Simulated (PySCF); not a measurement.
C2H4F2Si, SMILES C([SiH2]F)(F)=C. Atoms are numbered in the order given.

```xyz
9

C     -1.3904     1.2054     0.0000
C     -0.0990     0.8658     0.0000
F      0.8647     1.8264     0.0000
Si     0.5981    -0.8797     0.0000
F     -0.6855    -1.8856     0.0000
H     -2.1486     0.4205     0.0000
H     -1.7097     2.2511     0.0000
H      1.4046    -1.1243    -1.2187
H      1.4046    -1.1243     1.2187
```
Charge 0, spin multiplicity 1.

The structure is a stationary point at TPSSh-D3(BJ)/def2-SVP. This is a generated structure with no PubChem entry under its InChIKey; it may be hypothetical. One conformer was computed; it need not be the lowest.

Two levels are set side by side: PBE/pcSseg-1 (PySCF) and HF/pcSseg-1 (PySCF). GIAO shifts against CFCl3 (¹⁹F), TMS (²⁹Si), TMS (¹H), TMS (¹³C) at the same level; non-relativistic, no solvent, atoms listed together averaged. Differences are taken from unrounded values.

```
quantity                  PBE
---------------------  ------
δ(¹³C) of C1 (ppm)      115.7
δ(¹³C) of C2 (ppm)      177.3
δ(¹⁹F) of F3 (ppm)     -116.6
δ(²⁹Si) of Si4 (ppm)    -16.3
δ(¹⁹F) of F5 (ppm)     -258.2
δ(¹H) of H8, H9 (ppm)    5.60
```

Q: These are the PBE values. What does HF give? (An estimate is asked for; the answer gives what the named calculation found.)

A: 
```json
[
 {"quantity": "δ(¹³C) of C1 (ppm)", "HF": "124.2", "PBE minus HF": "-8.5"},
 {"quantity": "δ(¹³C) of C2 (ppm)", "HF": "173.3", "PBE minus HF": "4.0"},
 {"quantity": "δ(¹⁹F) of F3 (ppm)", "HF": "-108.8", "PBE minus HF": "-7.8"},
 {"quantity": "δ(²⁹Si) of Si4 (ppm)", "HF": "-26.2", "PBE minus HF": "9.9"},
 {"quantity": "δ(¹⁹F) of F5 (ppm)", "HF": "-182.6", "PBE minus HF": "-75.6"},
 {"quantity": "δ(¹H) of H8, H9 (ppm)", "HF": "4.97", "PBE minus HF": "0.63"}
]
```

Rough cost on one machine, each run with all the roots and properties that it gave: HF against PBE within a factor of 2.
